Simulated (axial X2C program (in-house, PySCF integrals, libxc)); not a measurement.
GaNC⁺: properties at the nuclei

Calculated with an axial X2C code built on PySCF integrals: two-component X2C with atomic mean-field Coulomb and Gaunt terms, Gaussian nuclei, basis Ga dyall-v3z, N dyall-av3z, C dyall-v3z with contracted cores.

Ga–N–C held linear, with bonds 2.318 and 1.156 Å (near the PBE0 minimum at charge 1 of the determinant lowest at the starting distance; the state shown can have its own minimum elsewhere, held linear; other orders of the atoms were not compared).

Determinant lowest in the PBE0 search, Ω = 1/2 (⟨Sz⟩ = 0.50, ⟨Lz⟩ = 0.00 at PBE0), spin on the atoms Ga 0.03, N -0.03, C 0.50:

| level | Eeff magnitude (GV/cm) | Ws magnitude Ga (kHz) | A∥/gI Ga (MHz) | qzz Ga (a.u.) | A∥/gI N (MHz) | qzz N (a.u.) | A∥/gI C (MHz) | qzz C (a.u.) |
| --- | --- | --- | --- | --- | --- | --- | --- | --- |
| PBE0 | 0.461 | 0.417 | 342 | -0.76 | 26.4 | -0.27 | 738 | -0.17 |
| HF | 0.283 | 0.272 | -42.5 | -0.65 | 32.5 | -0.71 | 1080 | -0.25 |
| BHandHLYP | 0.328 | 0.308 | 168 | -0.69 | 39.8 | -0.41 | 858 | -0.20 |

Determinant 1.90 eV from it at PBE0 and this distance, Ω = 3/2 (⟨Sz⟩ = 0.50, ⟨Lz⟩ = 1.00 at PBE0), spin on the atoms Ga 0.00, N 0.39, C 0.11:

```json
{"level": "PBE0", "Eeff magnitude (GV/cm)": "0.0767", "Ws magnitude Ga (kHz)": "0.0224", "A∥/gI Ga (MHz)": "5.44", "qzz Ga (a.u.)": "-0.71", "A∥/gI N (MHz)": "105", "qzz N (a.u.)": "-1.24", "A∥/gI C (MHz)": "35.6", "qzz C (a.u.)": "-1.28"}
{"level": "HF", "Eeff magnitude (GV/cm)": "0.191", "Ws magnitude Ga (kHz)": "0.0556", "A∥/gI Ga (MHz)": "14.6", "qzz Ga (a.u.)": "-0.57", "A∥/gI N (MHz)": "106", "qzz N (a.u.)": "-1.24", "A∥/gI C (MHz)": "29.7", "qzz C (a.u.)": "-1.40"}
{"level": "BHandHLYP", "Eeff magnitude (GV/cm)": "0.0903", "Ws magnitude Ga (kHz)": "0.0263", "A∥/gI Ga (MHz)": "6.59", "qzz Ga (a.u.)": "-0.64", "A∥/gI N (MHz)": "109", "qzz N (a.u.)": "-1.27", "A∥/gI C (MHz)": "34.9", "qzz C (a.u.)": "-1.35"}
```

Eeff is the effective electric field on the electron electric dipole moment in this Ω state and Ws the scalar–pseudoscalar constant of the nucleus named (defined with the proton number Z and per Ω); A∥ (defined per Ω) follows by multiplying with gI = μI/(I μN); qzz is the electric field gradient, eQq0 = 234.96 MHz × Q/barn × qzz. The operators were transformed with the bare-nucleus X2C matrices; with these basis sets, hyperfine constants and field gradients can be off by tens of per cent, and where levels differ in sign neither size nor sign is settled.

Problem. With Q(69Ga) = 0.171 barn, gI(14N) = 0.4038, gI(13C) = 1.4048 (g factors from the IAEA table of nuclear moments by Stone; Q from Pyykkö, Mol. Phys. 2018), turn the PBE0 values of the first state into constants in MHz.

Solution. eQq0(69Ga) = 234.96 × (0.171) × (-0.76) = -30.5 MHz; A∥(14N) = 26.4 × 0.4038 = 10.7 MHz; A∥(13C) = 738 × 1.4048 = 1040 MHz.

The molecule was held linear; bending was not examined, so a bent shape may lie lower.

Each state is one determinant with collinear spin. Unrestricted Hartree–Fock can overshoot spin polarisation at the nuclei. Where Eeff spreads by more than a factor of two the levels disagree and none is to be relied on. The search compared states at one distance, so a state with another bond length can lie lower. Where a field gradient or hyperfine factor spreads by more than a factor of two over the levels, a constant derived from it is not to be relied on. PBE0 term energies can be off by some tenths of an eV.
